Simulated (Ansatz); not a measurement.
Cost and result for the atomization energy of CH4BFOS, SMILES `OCB(F)S` (9 atoms, 8 bonds).

| atom | x (Å) | y (Å) | z (Å) |
| --- | --- | --- | --- |
| O1 | 1.837 | -0.459 | 0.108 |
| C2 | 0.555 | -0.238 | -0.443 |
| B3 | -0.524 | 0.267 | 0.581 |
| F4 | -0.121 | 0.610 | 1.804 |
| S5 | -2.278 | 0.464 | 0.227 |
| H6 | 1.906 | 0.029 | 0.932 |
| H7 | 0.217 | -1.175 | -0.902 |
| H8 | 0.610 | 0.488 | -1.272 |
| H9 | -2.202 | 0.015 | -1.036 |

Total charge 0; spin multiplicity 1. The geometry is a stationary point of PBE0-D4/def2-TZVP. It is one conformer, not always the lowest. Program: Ansatz. All runs use 2 threads of an Arm Neoverse V1 on a shared host. Times are those of one run each, without the atoms' runs, and a repeat can differ threefold. Electronic energies, without spin–orbit coupling; frozen cores. CCSD(T)/CBS adds CCSD(T) − MP2 in def2-TZVPP to the MP2 limit, and its time is that of the two runs behind it. T1 = 0.012. HSE06 is the plane-wave form, built on full-range PBE exchange.

CCSD(T)/CBS is a level of theory with its own doubt, some kJ/mol a heavy atom from the limit and from the frozen cores, so smaller differences don't rank the functionals.

| level | functions | wall time |
| --- | --- | --- |
| LDA (SPW92)/def2-TZVPP | 222 | 1.9 s |
| BLYP-D4/def2-TZVPP | 222 | 3 s |
| PBE-D4/def2-TZVPP (with forces) | 222 | 3.8 s |
| PBE0-D4/def2-TZVPP | 222 | 4.4 s |
| HSE06-D4/def2-TZVPP | 222 | 5.5 s |
| BHLYP-D4/def2-TZVPP | 222 | 5.5 s |
| CAM-B3LYP-D4/def2-TZVPP | 222 | 6 s |
| CCSD(T)/def2-SVP | 94 | 7 s |
| PBE-QIDH/def2-TZVPP | 222 | 9 s |
| ωB97M-V/def2-TZVPP (with forces) | 222 | 17 s |
| MP2/def2-QZVPP | 418 | 37 s |
| CCSD(T)/def2-TZVPP | 222 | 3.1 min |
| CCSD(T)/CBS(def2) | – | 3.7 min |

(1) What atomization energy does each give, and how far from CCSD(T)/CBS? (Estimate.)

Results:

(1) Computed: 
```tsv
level	atomization (kcal/mol)	difference from CCSD(T)/CBS	per bond
LDA (SPW92)/def2-TZVPP	969.1	138.3	17.3
BLYP-D4/def2-TZVPP	832.2	1.4	0.2
PBE-D4/def2-TZVPP (with forces)	855.2	24.4	3.1
PBE0-D4/def2-TZVPP	835.1	4.3	0.5
HSE06-D4/def2-TZVPP	835.8	5.0	0.6
BHLYP-D4/def2-TZVPP	800.6	-30.2	-3.8
CAM-B3LYP-D4/def2-TZVPP	835.5	4.7	0.6
CCSD(T)/def2-SVP	786.8	-44.0	-5.5
PBE-QIDH/def2-TZVPP	827.5	-3.3	-0.4
ωB97M-V/def2-TZVPP (with forces)	837.0	6.2	0.8
MP2/def2-QZVPP	844.3	13.5	1.7
CCSD(T)/def2-TZVPP	808.7	-22.1	-2.8
CCSD(T)/CBS(def2)	830.8	0.0	0.0
```

At CCSD(T), def2-SVP lies −44.0 kcal/mol from the extrapolated value and def2-TZVPP −22.1 kcal/mol: correlation converges slowly with the basis, and small sets miss more of it in the bonded molecule than in its fragments. In def2-TZVPP, CCSD(T) changes the Hartree–Fock value by +206.8 kcal/mol (the triples alone add +13.9 kcal/mol) and MP2 by +229.4 kcal/mol; breaking electron pairs costs correlation energy, which Hartree–Fock lacks. Leaving LDA and LC-ωPBE aside and taking each functional with its dispersion term where it has one, the values spread over 54.6 kcal/mol, from BHLYP-D4 to PBE-D4. LDA lies +117.8 kcal/mol from PBE without D4, its usual overbinding.
